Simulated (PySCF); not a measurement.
Species: sum formula SnOH₃ (charge -1, singlet). It need not be the lowest isomer of its formula. Whether it binds its extra electron was not tested at this geometry. SMILES: [OH][SnH2-]
Coordinates optimised at B3LYP-D3(BJ)/def2-TZVP (Ansatz):
```xyz
5

Sn    -0.2669     0.1246    -0.0980
O      1.6277    -0.5740     0.5143
H     -1.1363    -0.3635     1.4213
H     -0.7668    -1.4158    -0.9223
H      2.2260     0.1433     0.2866
```
Charge -1, spin multiplicity 1.

Dispersion corrections to the total energy (kcal/mol) from the dftd3 and dftd4 libraries through PySCF: D3(BJ) without and D4 with the three-body term, each with the damping fitted for the functional named.

| functional | D3(BJ) | D4 |
|---|---|---|
| B2PLYP | ___ | -1.39 |
| TPSSh | -1.70 | -2.45 |
| TPSS | -1.84 | -2.73 |
| PBE0 | -1.27 | ___ |
| r2SCAN | -0.37 | -0.45 |
| PW6B95 | -0.84 | -1.90 |
| LC-wPBE | ___ | -2.28 |

Question: Some entries are withheld; supply them.

Answer: 
- B2PLYP, D3(BJ): -1.35
- PBE0, D4: -1.69
- LC-wPBE, D3(BJ): -1.44
